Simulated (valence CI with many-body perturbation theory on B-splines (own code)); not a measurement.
# Energy levels of Ir⁶³⁺

Level of theory: valence CI with perturbative core correlation (CI+MBPT): four valence electrons over a frozen Dirac-Fock core [Ne], a basis of 11 s, 11 p, 9 d, 7 f, 5 g, 2 h, 1 i functions for each j, with the one-electron correlation potential Σ1 (screened to all orders), the two-electron term Σ2, the three-electron term Σ3, Breit, model QED; selected single and double excitations, second order for the rest (own B-spline code, finite nucleus).

No measured spectrum was set against this ion. As an estimate, large intervals hold to a few tenths of a per cent, small ones and those within an open d or f shell to about a per cent.

Levels 46 to 67 of 67, with energies above the lowest level, (3s^2 3p1/2^2) J=0. "Leading %" is the weight of the configuration and term that name the level; weights of strongly mixed levels are sums over their largest components and can fall short. In the jj column 3d3/2^4 stands for four electrons in 3d with j = 3/2. Lifetimes count E1, E2, E3, M1 and M2 decay at the calculated energies, and are blank where another channel may lead or the interval is too uncertain; long ones can be off by a factor of two.

| No. | Configuration | Term | J | E (eV) | Leading % | Lifetime | Second component | Leading jj |
| --- | --- | --- | --- | --- | --- | --- | --- | --- |
| 46 | 3s 3p2 3d | 5D | 4 | 1335.6 | 46 | 73.9 ps | 36 % 3s 3p2 3d 5F | 3s 3p1/2 3p3/2 3d5/2 (99 %) |
| 47 | 3s 3p2 3d | 3P | 2 | 1358.0 | 33 | 1.38 ps | 17 % 3s 3p2 3d 5D | 3s 3p1/2 3p3/2 3d5/2 (96 %) |
| 48 | 3s 3p2 3d | 3G | 5 | 1359.8 | 60 | 42.1 ps | 40 % 3s 3p2 3d 5F | 3s 3p1/2 3p3/2 3d5/2 (99 %) |
| 49 | 3s 3p2 3d | 3F | 3 | 1368.1 | 43 | 1.80 ps | 24 % 3s 3p2 3d 5P | 3s 3p1/2 3p3/2 3d5/2 (96 %) |
| 50 | 3s2 3d2 | 3F | 2 | 1372.2 | 44 | 127 fs | 18 % 3s2 3d2 1D | 3s^2 3d3/2^2 (63 %) |
| 51 | 3s 3p2 3d | 3D | 3 | 1379.2 | 62 | 1.29 ps | 10 % 3s 3p2 3d 5D | 3s 3p1/2 3p3/2 3d5/2 (96 %) |
| 52 | 3s 3p2 3d | 3P | 1 | 1379.9 | 39 | 1.42 ps | 27 % 3s 3p2 3d 3D | 3s 3p1/2 3p3/2 3d5/2 (93 %) |
| 53 | 3s 3p2 3d | 3F | 4 | 1382.8 | 41 | 2.37 ps | 35 % 3s 3p2 3d 1G | 3s 3p1/2 3p3/2 3d5/2 (93 %) |
| 54 | 3s 3p2 3d | 1D | 2 | 1388.0 | 35 | 388 fs | 19 % 3s 3p2 3d 3D | 3s 3p1/2 3p3/2 3d5/2 (79 %) |
| 55 | 3s 3p2 3d | 3D | 3 | 1394.9 | 37 | 389 fs | 23 % 3s 3p2 3d 3F | 3s 3p1/2 3p3/2 3d5/2 (91 %) |
| 56 | 3s 3p2 3d | 3F | 4 | 1398.0 | 47 | 576 fs | 31 % 3s 3p2 3d 3G | 3s 3p1/2 3p3/2 3d5/2 (90 %) |
| 57 | 3s2 3d2 | 3P | 0 | 1399.5 | 47 | 104 fs | 25 % 3s 3p2 3d 3P | 3s^2 3d3/2^2 (71 %) |
| 58 | 3s 3p2 3d | 3D | 1 | 1400.7 | 39 | 852 fs | 24 % 3s 3p2 3d 1P | 3s 3p1/2 3p3/2 3d5/2 (91 %) |
| 59 | 3s 3p2 3d | 3P | 1 | 1413.4 | 29 | 856 fs | 27 % 3s 3p2 3d 3S | 3s 3p1/2 3p3/2 3d5/2 (91 %) |
| 60 | 3s 3p2 3d | 1F | 3 | 1414.9 | 38 | 400 fs | 30 % 3s 3p2 3d 3F | 3s 3p1/2 3p3/2 3d5/2 (86 %) |
| 61 | 3s 3p2 3d | 3D | 2 | 1415.9 | 20 | 623 fs | 18 % 3s 3p2 3d 3P | 3s 3p1/2 3p3/2 3d5/2 (80 %) |
| 62 | 3s 3p2 3d | 1S | 0 | 1417.5 | 42 | 444 fs | 40 % 3s 3p2 3d 3P | 3s 3p1/2 3p3/2 3d5/2 (82 %) |
| 63 | 3s 3p2 3d | 3D | 2 | 1424.2 | 33 | 238 fs | 27 % 3s 3p2 3d 3P | 3s 3p1/2 3p3/2 3d5/2 (95 %) |
| 64 | 3s2 3d2 | 3F | 3 | 1460.2 | 78 | 180 fs | 7 % 3s 3p2 3d 3F | 3s^2 3d3/2 3d5/2 (78 %) |
| 65 | 3p3 3d | 3D° | 2 | 1461.2 | 16 | 2.06 ps | 14 % 3p3 3d 3F° | 3p1/2^2 3p3/2 3d3/2 (67 %) |
| 66 | 3s2 3d2 | 1G | 4 | 1471.0 | 62 | 231 fs | 25 % 3s2 3d2 3F | 3s^2 3d3/2 3d5/2 (86 %) |
| 67 | 3s2 3d2 | 3P | 2 | 1471.6 | 40 | 170 fs | 22 % 3s2 3d2 1D | 3s^2 3d3/2 3d5/2 (79 %) |
